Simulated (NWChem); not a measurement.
System: ZrHOCl₃; SMILES [OH][Zr]([Cl])([Cl])[Cl]

Output (shortened):

```
             Northwest Computational Chemistry Package (NWChem) 7.3.0
             --------------------------------------------------------

 C3  symmetry detected

                             Geometry "geometry" -> ""
                             -------------------------

 Output coordinates in angstroms (scale by  1.889725989 to convert to a.u.)

  No.       Tag          Charge          X              Y              Z
 ---- ---------------- ---------- -------------- -------------- --------------
    1 Zr                  40.0000     0.00000000     0.00000000    -0.33993746
    2 Cl                  17.0000     1.85802294     0.80947509     0.66674120
    3 Cl                  17.0000    -1.63003747     1.20435752     0.66674120
    4 Cl                  17.0000    -0.22798547    -2.01383261     0.66674120
    5 O                    8.0000     0.00000000    -0.00000000    -2.16074926
    6 H                    1.0000     0.00000000     0.00000000    -3.12030847

 Effective nuclear repulsion energy (a.u.)     781.1135083904

      Symmetry information
      --------------------

 Group name             C3
 Group number              5
 Group order               3
 No. of unique centers     4

                                Z-matrix (autoz)
                                --------

 Units are Angstrom for bonds and degrees for angles

[...]

      ----------------------
      Optimization converged
      ----------------------

  Step       Energy      Delta E   Gmax     Grms     Xrms     Xmax
  ---- ---------------- -------- -------- -------- -------- --------
@    7   -1502.75896719 -4.6D-08  0.00001  0.00000  0.00010  0.00020
                                     ok       ok       ok       ok

                                Z-matrix (autoz)
                                --------

 Units are Angstrom for bonds and degrees for angles

      Type          Name      I     J     K     L     M      Value     Gradient
      ----------- --------  ----- ----- ----- ----- ----- ---------- ----------
    1 Stretch                  1     2                       2.34347   -0.00000
    2 Stretch                  1     3                       2.34347   -0.00000
    3 Stretch                  1     4                       2.34347   -0.00000
    4 Stretch                  1     5                       1.87866    0.00001
    5 Stretch                  5     6                       0.95864    0.00001
    6 Bend                     2     1     3               110.00223   -0.00000
    7 Bend                     2     1     4               110.00223   -0.00000
    8 Bend                     2     1     5               108.93485    0.00000
    9 Bend                     3     1     4               110.00223   -0.00000
   10 Bend                     3     1     5               108.93485    0.00000
   11 Bend                     4     1     5               108.93485    0.00000
   12 Bend                     6     1     2               108.93485    0.00000
   13 Bend                     6     1     3               108.93485    0.00000
   14 Bend                     6     1     4               108.93485    0.00000
   15 Torsion                  1     2     5     6        -180.00000   -0.00000
   16 Torsion                  1     3     5     6         180.00000    0.00000
   17 Torsion                  1     4     5     6        -180.00000    0.00000

                         Geometry "geometry" -> "geometry"
                         ---------------------------------

 Output coordinates in angstroms (scale by  1.889725989 to convert to a.u.)

  No.       Tag          Charge          X              Y              Z
 ---- ---------------- ---------- -------------- -------------- --------------
    1 Zr                  40.0000     0.00000000     0.00000000    -0.19768671
    2 Cl                  17.0000     2.03217437     0.88534673     0.56275132
    3 Cl                  17.0000    -1.78281994     1.31724126     0.56275132
    4 Cl                  17.0000    -0.24935442    -2.20258799     0.56275132
    5 O                    8.0000     0.00000000     0.00000000    -2.07634874
    6 H                    1.0000     0.00000000     0.00000000    -3.03499012

 Effective nuclear repulsion energy (a.u.)     751.1936836859

      Symmetry information
      --------------------

 Group name             C3
 Group number              5
 Group order               3
 No. of unique centers     4

                Final and change from initial internal coordinates
                --------------------------------------------------

                                Z-matrix (autoz)
                                --------

 Units are Angstrom for bonds and degrees for angles

[...]
```

Level: PBE0/def2-SVP with def2 effective core potentials on Zr. Not confirmed as a minimum by frequencies. def2 effective core potentials on Zr; no spin-orbit coupling.

Task: Reconstruct the input file.

Result: One answer among several that fit: the input that was run:
```
start job
memory heap 200 mb stack 900 mb global 1100 mb
geometry units angstroms
  Zr    -0.303202     0.175090     0.002139
  Cl     1.509894     1.311597    -0.733815
  Cl     0.422725    -0.605874     1.998192
  Cl    -0.226799    -1.690359    -1.276638
  O     -1.880071     1.085430     0.013159
  H     -2.711164     1.565019     0.018894
end
basis spherical
  * library def2-svp
end
ecp
  Zr library def2-ecp
end
dft
  xc pbe0
  iterations 150
end
driver
  maxiter 120
end
task dft optimize
```
